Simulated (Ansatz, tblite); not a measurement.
Cost and result up the ladder for the cluster Cu2O⁻ (the lowest doublet isomer of a short search) (3 atoms). Charge -1, multiplicity 2. Geometry: r2SCAN-D4/def2-TZVPD.

| atom | x (Å) | y (Å) | z (Å) |
| --- | --- | --- | --- |
| Cu1 | 1.122 | 0.367 | 0.568 |
| Cu2 | -0.935 | -0.915 | 0.064 |
| O3 | -0.187 | 0.548 | -0.632 |

Ansatz on 4 threads of Arm Neoverse V2 on a shared host; xTB runs through tblite on one thread. Times are rough, summed over both states, and most runs start from the orbitals of an earlier one. B2PLYP/def2-TZVPD serves as the yardstick here, not as an exact answer. The other state is a quartet at its own geometry.

The xTB rows come from tblite. B3LYP takes the VWN-RPA correlation. Correlated methods freeze 19 core orbitals. In CCSD on the charge -1 quartet the largest single amplitude is 0.32, so its Hartree–Fock determinant may place the open shell otherwise than the density functionals do. HOMO above LUMO, or a gap near zero within one spin, warns that the state may not be the lowest or that an electron is smeared out. The structure comes from a short search, and lower isomers may exist.

Run but left out: HF/STO-3G (doublet: ⟨S²⟩ 3.10, where a pure state has 0.75); HF/def2-TZVPD, MP2/def2-TZVPD (doublet: a determinant that CCSD turns far, T1 0.056); PBE-QIDH/def2-TZVPD (quartet: ⟨S²⟩ 3.93, where a pure state has 3.75).

Second-order perturbation terms are unreliable where d shells bring near-degenerate states, and here B2PLYP/def2-TZVPD lies more than 0.4 eV from the median of the functionals without such a term.

Correlated methods converge slowly with the basis.

xTB has no spin-polarisation term.

```tsv
level	functions	wall time	quartet − doublet (eV)	difference from B2PLYP/def2-TZVPD (eV)	remarks
GFN1-xTB	22	0.004 s	3.21	1.36	–
GFN2-xTB	22	0.005 s	3.07	1.22	–
PBE-D4/def2-TZVPD	136	10 s	1.15	-0.70	HOMO above zero (doublet), HOMO above zero (quartet), gap within one spin near zero (quartet)
B2PLYP/def2-TZVPD	136	12 s	1.85	0.00	–
RPA@PBE/def2-TZVPD	136	12 s	0.96	-0.89	–
B3LYP-D4/def2-TZVPD	136	19 s	1.22	-0.63	HOMO above zero (doublet), HOMO above zero (quartet)
PBE0-D4/def2-TZVPD (with forces)	136	20 s	1.08	-0.77	HOMO above zero (doublet), HOMO above zero (quartet)
CCSD(T)/def2-TZVPD	136	27 s	1.46	-0.38	large T1 (0.056) (doublet), large T1 (0.098) (quartet), spin-contaminated (⟨S²⟩ 4.06) (quartet)
```
